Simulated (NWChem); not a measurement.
A series in which one site is exchanged, each optimised at PBE0/def2-SVP with NWChem, gas phase unless a solvent is named. Low-valent species are run as closed-shell singlets; no triplet was tried in these runs. For some, no frequency run checked for a minimum. def2 effective core potentials on I; no spin-orbit coupling.

A: [Br][Ge][I] (GeIBr; site = Br)
B: [GeH][I] (GeHI; site = H)
C: [F][Ge][I] (GeIF; site = F)
D: [I][Ge][I] (GeI$_{2}$; site = I)

```json
[
 {"quantity": "vertical ionisation energy, ΔSCF, PBE/def2-SVP (eV)", "A": "9.21", "B": "(withheld)", "C": "9.64", "D": "8.93"},
 {"quantity": "vertical ionisation energy, ΔSCF, PBE0/def2-SVP (eV)", "A": "9.44", "B": "(withheld)", "C": "9.82", "D": "9.17"},
 {"quantity": "static polarisability, PBE0/def2-SVPD (bohr³)", "A": "95.0", "B": "(withheld)", "C": "70.0", "D": "111.4"}
]
```

Question: Complete the blanks.

Answer: 
- vertical ionisation energy, ΔSCF, PBE/def2-SVP (eV), B: 8.79
- vertical ionisation energy, ΔSCF, PBE0/def2-SVP (eV), B: 9.01
- static polarisability, PBE0/def2-SVPD (bohr³), B: 73.1
